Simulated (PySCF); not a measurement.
UHF on C²⁺ (carbon, charge +2)

Configuration: [He] 2s2, closed-shell 1S. Calculation: PySCF 2.14, in def2-QZVPPD; the non-relativistic Hamiltonian (point nucleus).

- Total energy: -36.408373 hartree
- One-electron energy: -44.1273 hartree
- Hartree (Coulomb) energy: 12.0332 hartree
- Exchange energy: -4.3143 hartree
- Kinetic energy: 36.40857 hartree
- ⟨S²⟩: 0.0000
- ⟨L²⟩: 0.000
- Sum of ⟨r⟩: 3.279 bohr
- Sum of ⟨r²⟩: 4.624 bohr²
- Density at the nucleus (Gaussians lack the cusp): 128 bohr⁻³
- Langevin diamagnetic susceptibility: -3.66 ×10⁻⁶ cm³/mol

| shell | electrons | mean orbital energy (eV) | rms radius, mean of both spins (bohr) |
| --- | --- | --- | --- |
| 1s | 2 | -344.24 | 0.310 |
| 2s | 2 | -46.098 | 1.49 |
